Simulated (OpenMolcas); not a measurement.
**Lines of F3+: computed and rescaled rates**

* Program: OpenMolcas
* Method: SS-RASPT2, IPEA 0.25 Eh, imaginary shift 0.1 Eh (closed shells correlated: 1s 2s)
* Basis: ANO-R3 [4s4p2d1f]
* Scalar Hamiltonian: X2C, finite nucleus
* Active space: 2 electrons in 9 orbitals (RAS2 2p; RAS3 3s 3d, at most 1 electron)
* State averaging: 2S+1 = 3 even, 3 roots; 2S+1 = 1 even, 6 roots
* Spin-orbit coupling: state interaction with AMFI integrals over the reference wave functions, term energies averaged over their components

Rates come from the transition moments of the reference wave functions (E1 and E2 in the length form). At fixed line strength A goes as λ^-3 for E1 and M1 and as λ^-5 for E2, so a rate at the computed wavelength can be rescaled to the measured one. Measured vacuum wavelengths follow from level energies in Moore, Atomic Energy Levels, vol. I, NSRDS-NBS 35 (1971 reprint of NBS Circular 467, 1949). Branching counts decays inside the model space alone, at computed energies, and the table is only a selection of the E2 and M1 lines, drawn from those between levels with measured partners whose computed energy lies within a factor of 1.5 of the measured one.

```tsv
Upper	Lower	Type	λ computed (nm)	λ measured (nm)	A computed (s-1)	A rescaled (s-1)	Branching %
2s² 2p² ¹S₀	2s² 2p² ¹D₂	E2	288.4	353.3	6.53e+00	2.37e+00	84.7
2s² 2p² ¹S₀	2s² 2p² ³P₁	M1	165.9	187.6	1.18e+00		15.3
2s² 2p² ¹D₂	2s² 2p² ³P₂	M1	397	406	9.29e-02		73.9
2s² 2p² ¹D₂	2s² 2p² ³P₁	M1	390.4	399.7	3.26e-02		25.9
2s² 2p² ³P₂	2s² 2p² ³P₁	M1	23450	25760	1.05e-03	7.92e-04	100.0
2s² 2p² ³P₁	2s² 2p² ³P₀	M1	45240	44400	1.95e-04	2.06e-04	100.0
```

Spin-changing lines and M1 lines between different terms are not rescaled, since their strength hangs on the term gaps too.

The largest correction is for 2s² 2p² ¹S₀ → 2s² 2p² ¹D₂ (E2): 6.53e+00 × (288.4 / 353.3)^5 = 2.37e+00 s-1, a factor of 0.36.

The computed rate and branching of 2s² 2p² ³P₁ → 2s² 2p² ³P₀ give the upper level a radiative lifetime of 1.000 / 1.95e-04 s-1 = 5.13e+03 s, counting decays inside the model space alone. The rescaled rate gives about 4.8e+03 s.

No measured rate stands beside these. Rescaling mends the energy factor alone: line strengths can still be far off where a level mixes with configurations outside the active space, and weak or spin-changing lines hang on small mixing coefficients that depend on the term gaps too, so rescaling need not improve them.

Term energies are means over components that CASPT2 splits; among the terms shown or strongly mixed into the levels shown the widest spread is 75 cm-1 (2s² 2p² ¹D). With the s shell closed, the reference lacks s² → p² mixing. Computed and measured levels are paired by configuration, term and J; levels that our copy of the source lacks, or whose pairing is in doubt (as where it misses far off the trend of its configuration), stay unpaired. Only configurations of the active space appear.
